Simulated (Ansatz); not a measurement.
`C[Si](O)([SiH3])S` and `O[Si]([SiH3])(S)Cl` differ in one atom or group.

Ansatz, PBE0-D4/def2-TZVP geometries, multiplicity 1. Each molecule was computed in one conformer, which needn't be the lowest.

```
                                        property  `C[Si](O)([SiH3])S`
             HOMO–LUMO gap (PBE/def2-TZVPP) / eV                 5.40
           HOMO–LUMO gap (B3LYP/def2-TZVPP) / eV                 7.00
             HOMO energy (B3LYP/def2-TZVPP) / eV                -7.12
  size of the dipole moment (PBE/def2-TZVPP) / D                 1.16
size of the dipole moment (B3LYP/def2-TZVPP) / D                 1.14
              LUMO energy (PBE0/def2-TZVPP) / eV                 0.09
```

(1) What does the change do to each property? (Estimate.)

## Answers

(1) Ansatz gave: 
```json
{"property": "HOMO–LUMO gap (PBE/def2-TZVPP) / eV", "`O[Si]([SiH3])(S)Cl`": "5.09", "shift": "-0.31"}
{"property": "HOMO–LUMO gap (B3LYP/def2-TZVPP) / eV", "`O[Si]([SiH3])(S)Cl`": "6.73", "shift": "-0.27"}
{"property": "HOMO energy (B3LYP/def2-TZVPP) / eV", "`O[Si]([SiH3])(S)Cl`": "-7.43", "shift": "-0.31"}
{"property": "size of the dipole moment (PBE/def2-TZVPP) / D", "`O[Si]([SiH3])(S)Cl`": "0.49", "shift": "-0.67"}
{"property": "size of the dipole moment (B3LYP/def2-TZVPP) / D", "`O[Si]([SiH3])(S)Cl`": "0.47", "shift": "-0.67"}
{"property": "LUMO energy (PBE0/def2-TZVPP) / eV", "`O[Si]([SiH3])(S)Cl`": "-0.51", "shift": "-0.60"}
```

With PBE0 the HOMO falls by 0.32 eV and the LUMO falls by 0.60 eV, so the gap narrows by about 0.28 eV. PBE moves the HOMO by -0.31 eV and ωB97M-V by -0.29 eV. Dipoles are sizes alone; their direction can turn.

B3LYP here is the variant with VWN-RPA as its local correlation; programs differ in this.
